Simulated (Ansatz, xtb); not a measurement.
## Ligand exchange: IBr + CH2F2O → HOI + CHBrF2

Species: IBr (iodine monobromide), singlet; CH2F2O `OC(F)F`, singlet; HOI (hypoiodous acid) `OI`, singlet; CHBrF2 (bromodifluoromethane) `FC(F)Br`, singlet. The partners trade Br for OH: I–Br and C–OH bonds give way to I–OH and C–Br.

Shapes, held fixed at every level: PBE0-D4/def2-TZVP. Flexible molecules stand in one conformer, not always the lowest. Programs: Ansatz 0.2.0, xtb 6.7.1. The zero-point and thermal change to 298 K, harmonic and unscaled (PBE0-D4/def2-TZVP), is -6.1 kJ/mol.

```csv
level,kind,ΔH(298 K) (kJ/mol),less CCSD(T)/def2-TZVPP,CPU time (sum over the molecules)
GFN0-xTB,semi-empirical,+152.3,+9.4,0.21 s
PBE-D4/def2-TZVPP,GGA,+135.1,-7.8,12 s
r2SCAN-D4/def2-TZVPP,meta-GGA,+142.8,-0.1,23 s
BHLYP-D4/def2-TZVPP,global hybrid,+162.5,+19.6,12 s
r2SCAN0-D4/def2-TZVPP,global hybrid,+157.0,+14.1,23 s
MP2/def2-SVP,perturbation theory,+177.9,+35.0,–
MP2/def2-TZVPP,perturbation theory,+142.8,-0.1,–
CCSD(T)/def2-TZVPP,coupled cluster or CI,+142.9,0.0,98 s
```

The highest level, CCSD(T)/def2-TZVPP, gives ΔH(298 K) = +142.9 kJ/mol; the levels span +135.1 to +177.9. The column of differences is taken from that level and isn't an error. No measured value is set beside it here. For atoms past krypton def2 sets carry core potentials with scalar relativity. Relativity is left out for Br. Outer-core shells of Br, I are correlated, in sets that cover them unevenly. Times are processor times on shared x86 and Arm servers, and rough.
